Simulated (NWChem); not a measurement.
**Total energies of CF$_{2}$**

SMILES: F[C]F
```xyz
3

F      1.1468     0.0000    -0.1647
C      0.0000     0.0000     0.4940
F     -1.1468     0.0000    -0.1647
```
Charge 0, spin multiplicity 3.

Program: NWChem. All single points use one geometry, from UPBE/def2-SVP, a minimum by its harmonic frequencies.

Basis set: cc-pVDZ (42 functions).

| method | total energy (Ha) |
|---|---|
| UHF | -236.62093 |
| UMP2 | -237.07434 |
| UB2PLYP | -237.44568 |
| UPBE | -237.39553 |
| UB3LYP | -237.62450 |
| Ur2SCAN | -237.53315 |

Total energies of different functionals aren't comparable as a measure of quality: only differences taken within one method are. 

The correlated methods keep 3 core orbitals frozen. B3LYP has NWChem's definition, with VWN1-RPA local correlation. This spin state was chosen for the runs; another may lie lower. The structure started from a generated list of species. The unpaired electrons of the parent sit in orbitals of symmetry a1 and b2 (C2v labels of the run); other states weren't searched. No SCF solution was tested for a lower state. Open-shell Hartree-Fock references start from PBE0 orbitals.
